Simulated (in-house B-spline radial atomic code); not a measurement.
Whole-atom quantities along the 9-electron series, configuration [He] 2s2 2p5. Breit and QED terms are first order and not part of the total energy; the density at the nucleus is averaged over the nuclear charge. Computed with a B-spline radial code for spherical atoms: Dirac-Hartree-Fock, average of the configuration, finite nuclei.

```
  ion   Z  E/Z² (Eh)  Σ<r²> (bohr²)  n(0)/Z³ (bohr⁻³)  Lamb diamagnetic shielding (ppm)  repulsion over attraction  Breit energy (eV)  self-energy (eV)  vacuum polarisation (eV)  Dirac less non-relativistic energy (Eh)
 I44+  53    -1.8059       0.091987            1.5667                           3647.51                   0.034119             108.09            108.45                   -14.615                                  -172.82
Xe45+  54    -1.8109       0.088112            1.6119                           3729.85                   0.033467             114.73            115.82                   -15.845                                  -187.12
Cs46+  55          ?              ?                 ?                                 ?                          ?                  ?                 ?                         ?                                        ?
Ba47+  56    -1.8209       0.081018            1.7097                            3896.8                   0.032229             128.85            131.69                   -18.561                                  -218.51
La48+  57          ?              ?                 ?                                 ?                          ?                  ?                 ?                         ?                                        ?
Ce49+  58    -1.8308       0.074694            1.8175                           4066.95                    0.03107             144.14            149.14                   -21.653                                  -253.88
Pr50+  59    -1.8358       0.071787            1.8755                           4153.29                   0.030518             152.24             158.5                   -23.354                                  -273.18
```

Task: Fill in the row of Cs46+.

Result: E/Z² (Eh): -1.8159; Σ<r²> (bohr²): 0.084461; n(0)/Z³ (bohr⁻³): 1.6602; Lamb diamagnetic shielding (ppm): 3812.94; repulsion over attraction: 0.032838; Breit energy (eV): 121.64; self-energy (eV): 123.56; vacuum polarisation (eV): -17.159; Dirac less non-relativistic energy (Eh): -202.34.

Task: Fill in the row of La48+.

Result: E/Z² (Eh): -1.8258; Σ<r²> (bohr²): 0.077767; n(0)/Z³ (bohr⁻³): 1.7626; Lamb diamagnetic shielding (ppm): 3981.46; repulsion over attraction: 0.03164; Breit energy (eV): 136.34; self-energy (eV): 140.21; vacuum polarisation (eV): -20.057; Dirac less non-relativistic energy (Eh): -235.68.

Task: With what power of Z does the column «self-energy (eV)» change over this range?

Result: A fit of the logarithm of its size against log Z from Z = 53 to 59 has slope 3.54. One-loop self-energy scales as Z⁴F(Zα), with F falling from low Z to about Z = 90.
